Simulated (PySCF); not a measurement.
Z-matrix (Å, degrees):
```
C
H 1 1.0860
C 1 1.5085 2 115.00
H 3 1.0829 1 117.55 2 -3.07
H 3 1.0840 4 114.24 1 144.96
C 3 1.4896 4 118.16 5 145.67
H 6 1.0829 3 118.16 4 0.00
H 6 1.0840 7 114.24 3 145.67
Si 1 1.8524 2 116.05 6 146.99
H 9 1.4886 1 111.57 2 60.54
H 9 1.4886 10 108.14 1 123.06
H 9 1.4896 10 108.68 11 117.81
```
Charge 0, spin multiplicity 1.

**Question.** Estimate the total energy, HOMO–LUMO gap and LUMO that PySCF with PBE0-D3(BJ)/def2-TZVP returns for this input.

**Answer.** 
- total energy = -408.3757 Ha
- HOMO–LUMO gap = 9.19 eV
- LUMO = 0.89 eV
